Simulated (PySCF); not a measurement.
Compound: 1,2,4,5-tetrafluorobenzene, C₆H₂F₄.
InChI=1S/C6H2F4/c7-3-1-4(8)6(10)2-5(3)9/h1-2H

Computed geometry: GFN2-xTB, gas phase.

Take the most abundant isotopes and a rigid rotor. 

Question: What are A, B and C (cm⁻¹)?

Answer: Ia = 225.16, Ib = 487.33, Ic = 712.49 u·Å²; 505379 MHz·u·Å²/I gives 2245, 1037 and 709.3 MHz, that is A = 0.07487, B = 0.03459, C = 0.02366 cm⁻¹.

Question: Classify the top.

Answer: An asymmetric top. Ray's parameter κ = (2B − A − C)/(A − C) = -0.573; −1 is the prolate and +1 the oblate limit.

Question: Is it planar, by Δ = Ic − Ia − Ib?

Answer: Planar: Δ = Ic − Ia − Ib = 0.00 u·Å². For a rigid frame Δ = −2 Σ m c², so it vanishes when all atoms lie in the ab plane; here none is more than 0.01 Å from it.

Question: Estimate the classical rotational partition function at 10 K, 100 K and 200 K.

Answer: Point group D2h, symmetry number σ = 4; q = (√π/σ)·√((kT/h)³/(ABC)), k/h = 20836.6 MHz/K: 1040 at 10 K, 32800 at 100 K, 92800 at 200 K.

Whether it is a minimum is left open (no frequencies). These are rigid-rotor constants of the computed structure; measured ground-state constants (B0) also hold zero-point vibration.
